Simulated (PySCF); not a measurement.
Relaxation of singlet PdI₃⁺

Method: PySCF, PBE0, basis Pd def2-SVP with ECP28, I def2-SVP with ECP28 (scalar-relativistic core potentials, no spin–orbit coupling, density fitting). A (50,194) grid was used.

A hand-made T-shaped start, of C2v symmetry, held to at least that symmetry:

```xyz
4
charge 1 multiplicity 1, angstrom
Pd    0.0000    0.0000   -0.6917
I     0.0000    0.0000    1.7877
I     2.4779    0.0000   -0.6052
I    -2.4779    0.0000   -0.6052
```

(1) What forces act on the atoms at the start (eV/Å)?

(2) What does it relax to?

(3) How much energy is released, and in how many steps?

Answers

(1) 
```
atom     Fx    Fy     Fz
 Pd1   0.00  0.00  -2.11
  I2   0.00  0.00   0.30
  I3   0.35  0.00   0.90
  I4  -0.35  0.00   0.90
```

(2) It ends at C2v with I–I 2.940 Å (×2), Pd–I 2.488 Å, Pd–I 2.618 Å (×2); I–I–I 113.9°, I–I–Pd 52.8° (×2), I–I–Pd 56.9° (×2), I–Pd–I 70.3° (×2), I–Pd–I 140.5° (after a last refinement on a finer grid). A frequency run shows a minimum. Other isomers or separated fragments may lie lower.

(3) 82.9 kJ/mol in 8 steps.

The relaxation took about 2.3 core-minutes on a shared host.
